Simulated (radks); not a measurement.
Sc III, configuration [Ar] 3d1. Calculated with a radial shooting solver on a logarithmic mesh with Libxc functionals: scalar-relativistic Kohn-Sham, LDA (Slater exchange, Perdew-Wang correlation), spin-polarised, spherical densities, finite nucleus; open shells are filled with parallel spins first; Fermi nuclear charge, rms radius 3.5459 fm.

Unscreened Slater integrals over Kohn-Sham orbitals (eV). They are taken over the spin-up orbitals.

F0(3d,3d): 16.152
F2(3d,3d): 7.4161
F4(3d,3d): 4.6024
F0(3d,3p): 18.233
F2(3d,3p): 8.4873
G1(3d,3p): 10.611
G3(3d,3p): 6.3411
F0(3d,3s): 18.796
G2(3d,3s): 7.9371
F0(3d,2p): 22.820
F2(3d,2p): 3.5586
G1(3d,2p): 2.3649
G3(3d,2p): 1.3359
F0(3p,3p): 21.140
F2(3p,3p): 10.581
F0(3p,3s): 21.924
G1(3p,3s): 14.538
F0(3p,2p): 28.844
F2(3p,2p): 5.4487
G0(3p,2p): 2.1533
G2(3p,2p): 2.2168
F0(3s,3s): 22.803
F0(3s,2p): 30.389
G1(3s,2p): 2.4411
F0(2p,2p): 80.783
F2(2p,2p): 37.779

Derived for the open shells (J is the average intra-shell exchange parameter used in DFT+U). 3d: Racah B = F2/49 - 5 F4/441 = 0.09917 eV, C = 35 F4/441 = 0.3653 eV, C/B = 3.68, F4/F2 = 0.621, J = (F2 + F4)/14 = 0.8585 eV.
